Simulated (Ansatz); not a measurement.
Relaxation of the cluster Li3Al⁻ with UKS r2SCAN-D4/def2-TZVPD.

```sh
$ ansatz run in.yaml --threads 4 --pin off --events-out ev --progress --plain --max-ram 3916MiB
```

```yaml
crystal:
  periodic: [false, false, false]
  atoms:
    - {symbol: Li, position_ang: [-0.963300, 1.131050, 0.062830]}
    - {symbol: Li, position_ang: [1.377040, 0.557470, 0.072020]}
    - {symbol: Li, position_ang: [-0.221510, -0.870030, 1.186100]}
    - {symbol: Al, position_ang: [-0.192230, -0.818490, -1.320950]}
basis:
  gaussian: {orbitals: def2-TZVPD}
total_charge: -1
magnetization: {spin_polarized: true, initial_magnetization: 1}
hamiltonian: {xc: r2scan, dispersion: d4}
scf: {omitted_lower_state_checks: [starts]}
output: {orbitals: {seedname: orbitals}}
relax: {f_tol: 0.02, max_steps: 100}
```

Run time 37 s (4 threads of Arm Neoverse V1 on a shared host).

Positions (Å) and forces (eV/Å) at steps 1, 2, 3, 4, 6 of 6:

```xyz
4
step=1 energy=-7208.6342 eV
Li   -0.963    1.131    0.063   -0.845    0.862   -0.113
Li    1.377    0.557    0.072    1.373    0.572   -0.252
Li   -0.222   -0.870    1.186   -0.431   -1.041    1.014
Al   -0.192   -0.818   -1.321   -0.097   -0.393   -0.648
4
step=2 energy=-7209.1456 eV
Li   -1.066    1.228    0.038   -0.262    0.266   -0.040
Li    1.552    0.630    0.013    0.497    0.241   -0.173
Li   -0.292   -1.018    1.299   -0.231   -0.413    0.339
Al   -0.193   -0.839   -1.350   -0.003   -0.094   -0.126
4
step=3 energy=-7209.2815 eV
Li   -1.111    1.279    0.037   -0.029    0.044    0.015
Li    1.688    0.721   -0.089    0.085    0.063   -0.072
Li   -0.409   -1.154    1.375   -0.083   -0.086    0.045
Al   -0.168   -0.846   -1.322    0.027   -0.020    0.012
4
step=4 energy=-7209.2991 eV
Li   -1.101    1.288    0.063   -0.009    0.015    0.009
Li    1.727    0.776   -0.158    0.032    0.025   -0.034
Li   -0.489   -1.205    1.389   -0.037   -0.033    0.012
Al   -0.136   -0.859   -1.293    0.015   -0.007    0.012
4
step=6 energy=-7209.3054 eV
Li   -1.080    1.291    0.103    0.000    0.001    0.001
Li    1.771    0.851   -0.257   -0.002   -0.002    0.001
Li   -0.603   -1.268    1.399    0.002    0.002   -0.002
Al   -0.089   -0.874   -1.246    0.001   -0.002   -0.001
```

The charge -1 doublet is spin-contaminated (final ⟨S²⟩ up to 1.36, 0.75 for a pure state). The highest occupied level of the charge -1 doublet lies above zero (up to 0.43 eV). It is a level of β spin, whose loss leaves a triplet; that state wasn't run at this geometry and level. The electron is either unbound and held by the finite basis, or the level is raised by self-interaction error. The structure comes from a short search, and lower isomers may exist.
